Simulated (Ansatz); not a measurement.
The cluster KPt₃. The state is a doublet with charge 0. Geometry r2SCAN-D4/def2-SVP; atoms count from 1.

Cartesian coordinates in Å:
```
K 0.063 0.744 -1.973
Pt -1.482 -0.282 0.598
Pt 0.664 0.954 1.133
Pt 0.755 -1.416 0.242
```

In the def2 sets Pt takes a core potential; there is no spin–orbit coupling. The structure comes from a short search, and lower isomers may exist.

(1) Estimate the Mulliken populations from the PBE0/def2-TZVP orbitals of Ansatz.

(2) Where does the spin sit?

(3) And the Mayer bond orders between bonded heavy atoms (over 0.3)?

Results:

(1) 
```tsv
atom	charge (e)	spin (α − β)	d electrons
K1	0.54	0.00	–
Pt2	-0.18	0.33	9.23
Pt3	-0.18	0.33	9.23
Pt4	-0.18	0.33	9.23
```
Mulliken values and Mayer orders depend strongly on the basis.

(2) Summed by element: K 0.00, Pt 1.00, of 1 unpaired in all. Largest on single atoms: Pt4 0.33, Pt3 0.33, Pt2 0.33.

(3) Pt2–Pt3 0.71 (2.53 Å); Pt2–Pt4 0.71 (2.53 Å); Pt3–Pt4 0.71 (2.53 Å).
